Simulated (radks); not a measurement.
Values are calculated unless marked as measured or tabulated.
Task: Ionisation of the cerium ion Ce+, [Xe] 4f1 5d2, to Ce2+, [Xe] 4f2, under several functionals. Scalar-relativistic Kohn-Sham, spin-polarised, spherical densities, finite nucleus; open shells are filled with parallel spins first (spin-orbit coupling, left out, can overturn this in heavy ions); a radial shooting solver on a logarithmic mesh with Libxc functionals. The NIST Atomic Spectra Database gives 10.96 eV (semi-empirical). Rank these functionals by the error of their Delta-SCF ionisation energy: AM05; SOGGA; exchange-only r2SCAN; RPBE; PW91; HCTH/407; SCAN.

Result: From best to worst: PW91 9.835 eV (-1.121); SCAN 9.800 eV (-1.156); RPBE 9.780 eV (-1.176); SOGGA 9.701 eV (-1.255); AM05 9.618 eV (-1.338); exchange-only r2SCAN 9.415 eV (-1.541); HCTH/407 8.969 eV (-1.987). Open shells are spherical and high-spin; term and fine-structure splittings are not resolved. Spin-orbit splitting is averaged out at the scalar-relativistic level.
